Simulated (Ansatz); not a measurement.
`[F][Al]([Cl])[SeH]` + H₂ → `[F][AlH][SeH]` + HCl at 500 K and 1 bar (hydrogenolysis of the Al–Cl bond).

Program: Ansatz. Geometries: PBE0-D4/def2-TZVP. ΔE: electronic, gas phase. CCSD(T)/CBS is the MP2 limit (def2-TZVPP, def2-QZVPP) plus CCSD(T) − MP2 in def2-TZVPP, frozen cores. This one scheme is used for every species. For Se outer-core shells are correlated without core-valence functions, which leaves a few kJ/mol of doubt a bond. Scalar relativity is left out up to krypton. One conformer a species, not always the lowest.

```tsv
species	CCSD(T)/CBS energy (Eh)	H − E (kJ/mol)	S (J/(mol·K))
`[F][Al]([Cl])[SeH]`	-3203.08897	69.1	385.9
H₂	-1.17544	41.0	145.5
`[F][AlH][SeH]`	-2743.83001	77.5	346.1
HCl	-460.38127	32.5	201.9
```

H − E and S are ideal-gas, rigid-rotor, harmonic terms from PBE0-D4/def2-TZVP, for one conformer and one mirror image of each species. The MP2-based limit puts H₂ 0.8 mEh under its directly extrapolated value; such offsets cancel only in part. 1 Eh = 2625.50 kJ/mol, R = 8.31446 J/(mol·K).

Q: By hand: ΔE, ΔH, ΔS and ΔG.

A: ΔE = (-2743.83001) + (-460.38127) − (-3203.08897) − (-1.17544) = 0.05313 Eh = 139.5 kJ/mol. Δ(H − E) = 77.5 + 32.5 − 69.1 − 41.0 = -0.1, so ΔH = 139.4 kJ/mol. ΔS = 346.1 + 201.9 − 385.9 − 145.5 = 16.6 J/(mol·K). ΔG = 139.4 − 500 × (16.6)/1000 = 131.1 kJ/mol.

Q: By hand: the equilibrium constant, and the temperature at which ΔG would vanish if ΔH and ΔS stayed fixed.

A: log₁₀ K = −ΔG/(RT ln 10) = -13.7. ΔG = 0 at ΔH/ΔS = 8398 K, far beyond where these terms or the molecules hold.

ΔH outweighs TΔS. A doubt of 5 kJ/mol in ΔE shifts log₁₀ K by 0.5 here. Other conformers and mirror images would add mixing entropy, several J/(mol·K) or more a flexible species. These are equilibria of isolated gas molecules and say nothing of rates. Largest T1 diagnostic: 0.011 (customary marks: 0.02 for closed shells, 0.045 for open ones).
